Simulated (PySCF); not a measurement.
SMILES B[SiH2][SiH2]SC, singlet (GFN2-xTB optimised geometry):

```
14

B      0.116    -2.551    -0.720
Si     1.487    -1.384     0.009
Si     0.790     0.837     0.000
S     -1.369     0.837     0.000
C     -1.694     2.623     0.000
H     -0.676    -3.069    -0.032
H      0.012    -2.723    -1.873
H      2.771    -1.319    -0.715
H      1.930    -1.644     1.392
H      1.144     1.645    -1.173
H      1.152     1.681     1.144
H     -1.265     3.069     0.892
H     -2.771     2.749     0.000
H     -1.265     3.069    -0.892
```

Method: PySCF with PBE0/def2-TZVP.

### Question
What are the frontier orbital energies and the dipole moment?

### Answer
HOMO-2 -8.38 eV, HOMO-1 -8.31 eV, HOMO -6.73 eV, LUMO -2.70 eV, LUMO+1 -0.12 eV; dipole moment 0.75 D.

On the same geometry PBE/def2-TZVP run with PySCF gives HOMO-2 -7.26 eV, HOMO-1 -7.17 eV, HOMO -5.57 eV, LUMO -3.63 eV, LUMO+1 -0.98 eV; dipole moment 0.87 D.

Meta-Löwdin charges at PBE0/def2-TZVP: B1 -0.18, Si2 0.23, Si3 0.35, S4 -0.19, C5 -0.40, H6 0.05, H7 0.04, H8 -0.07, H9 -0.07, H10 -0.09, H11 -0.09, H12 0.13, H13 0.14, H14 0.13.
